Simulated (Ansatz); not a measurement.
Two members of one family (Series CuX(PH3)), computed with Ansatz in the gas phase. The two geometries come from different levels. Binding counts from free atoms in the multiplicity of their measured ground term, without zero-point energy. Names give formal oxidation states. A dash marks a value that wasn't run or was left out as unsound. The structures are stationary points that may keep the symmetry of their start. Remarks come from the PBE and PBE0 runs and from stability tests at other levels; not every state was tested. HOMO above LUMO (over both spins in singlets and doublets, within one spin in higher multiplets; at PBE or PBE0), or a gap under 0.15 eV within one spin, warns that the state may not be the lowest or that an electron is smeared out.

First: Cu(PH3)Cl (singlet, charge 0, PBE-D4/def2-TZVP geometry).

```xyz
6

Cu    0.357    1.376    0.154
P    -0.178   -0.684   -0.076
H    -1.390   -1.024   -0.735
H    -0.352   -1.497    1.078
H     0.684   -1.555   -0.796
Cl    0.879    3.385    0.375
```

```tsv
level	HOMO (eV)	LUMO (eV)	gap (eV)	vertical IE (eV)	vertical triplet (eV)	binding per atom (eV)
LDA (SPW92)/def2-TZVP	-6.00	-1.95	4.04	–	–	3.05
PBE-D4/def2-TZVP	-5.82	-1.79	4.03	9.23	4.87	2.67
r2SCAN-D4/def2-TZVP	-6.05	-1.59	4.46	9.27	4.80	2.69
r2SCANh-D4/def2-TZVP	-6.55	-1.28	5.26	–	–	2.66
B3LYP-D4/def2-TZVP	-6.85	-1.17	5.67	–	–	2.63
```

Metal–donor distances: 1 × P 2.14 Å, 1 × Cl 2.09 Å. Remarks: gap within one spin near zero at PBE or PBE0 (+1 doublet).

Second: Cu(PH3)Br (singlet, charge 0, PBE0-D4/def2-TZVP geometry).

```xyz
6

Cu   -0.9163    1.0051   -0.4055
P     0.4844   -0.5333    0.2150
H     0.9262   -0.5574    1.5533
H     1.7410   -0.6094   -0.4185
H     0.1133   -1.8880    0.0973
Br   -2.3486    2.5830   -1.0417
```

Question: Estimate the same table for the second.

Answer: 
| level | HOMO (eV) | LUMO (eV) | gap (eV) | vertical IE (eV) | vertical triplet (eV) | binding per atom (eV) |
| --- | --- | --- | --- | --- | --- | --- |
| LDA (SPW92)/def2-TZVP | -5.81 | -1.94 | 3.87 | – | – | 2.97 |
| PBE-D4/def2-TZVP | -5.64 | -1.78 | 3.86 | 8.86 | 4.77 | 2.60 |
| r2SCAN-D4/def2-TZVP | -5.86 | -1.57 | 4.29 | 8.93 | 4.75 | 2.63 |
| r2SCANh-D4/def2-TZVP | -6.31 | -1.27 | 5.04 | – | – | 2.60 |
| B3LYP-D4/def2-TZVP | -6.54 | -1.16 | 5.38 | – | – | 2.57 |

Metal–donor distances: 1 × P 2.17 Å, 1 × Br 2.22 Å. Remarks: gap within one spin near zero at PBE or PBE0 (+1 doublet), gap within one spin near zero at PBE or PBE0 (triplet).
